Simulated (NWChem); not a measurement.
CH$_{4}$CaN$_{2}$O

```xyz
9

Ca     0.0204     0.6655     0.0000
O     -0.0222     2.6704     0.0000
H     -0.0507     3.6266     0.0000
C     -0.0142    -2.0193     0.0000
N     -0.0022    -1.3642    -1.1503
N     -0.0022    -1.3642     1.1503
H     -0.0349    -3.1293     0.0000
H     -0.0145    -1.9780    -1.9565
H     -0.0145    -1.9780     1.9565
```
Atoms are numbered in this order, from 1.

Geometry: optimised at PBE0/def2-SVP.

Symmetry labels are those of Cs in the frame above (b1 and b2, or b-type labels, depend on it).

### Question
List the 4 lowest vertical singlet excitations from PBE0/def2-SVPD, TDA (NWChem).

### Answer
| state | energy (eV) | oscillator strength | symmetry | leading excitation (squared amplitude) |
|---|---|---|---|---|
| S1 | 4.67 | 0.000 | a" | HOMO → LUMO (0.98) |
| S2 | 5.35 | 0.027 | a" | HOMO−1 → LUMO (0.97) |
| S3 | 5.38 | 0.048 | a' | HOMO−2 → LUMO (0.97) |
| S4 | 5.56 | 0.099 | a" | HOMO → LUMO+1 (0.95) |
